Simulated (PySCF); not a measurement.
A run for PySCF: R-BP86/6-31G* on H4N2Si (SMILES N[Si]N), a point of a torsion scan.

```python
from pyscf import gto, scf, dft, mp
from pyscf.data.elements import chemcore

mol = gto.M(
    atom='''
    N     1.36078641    0.06968268   -0.09259752
    Si   -0.15429350    0.13681076    0.71301063
    N     0.07204237    1.60583039    1.57305271
    H     1.61364363   -0.67732559   -0.71480532
    H     2.09593793    0.75925867   -0.00715962
    H     0.90429110    2.17960668    1.53453647
    H    -0.62803190    1.99544461    2.17902081
    ''',
    basis='6-31g*',
    cart=True,
    charge=0, spin=0, verbose=3, max_memory=1800)
mf = dft.RKS(mol, xc='b88,p86')
mf.conv_tol = 1e-8
mf.max_cycle = 100
mf.kernel()
if not mf.converged:
    mf = mf.newton().run(mf.mo_coeff, mf.mo_occ)
```

Task: Give the final energy of this run.

Result: -401.4327 hartree.
